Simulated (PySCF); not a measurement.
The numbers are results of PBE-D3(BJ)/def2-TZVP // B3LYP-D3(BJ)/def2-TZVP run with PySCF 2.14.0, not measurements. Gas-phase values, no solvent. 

Reference species (SMILES): `C1=C[SiH2]1` (neutral, multiplicity 1).

```
Property                  Result
----------------------  --------
S1 oscillator strength     0.010
LUMO                    -1.34 eV
HOMO–LUMO gap            4.98 eV
```

Changed species: `C(=[SiH2])=C`.

Question: What does the change do to the S1 oscillator strength, LUMO and HOMO–LUMO gap?

Answer: the S1 oscillator strength is nearly the same; the LUMO falls by 0.55 eV, to -1.89 eV; the HOMO–LUMO gap falls by 1.55 eV, to 3.43 eV.
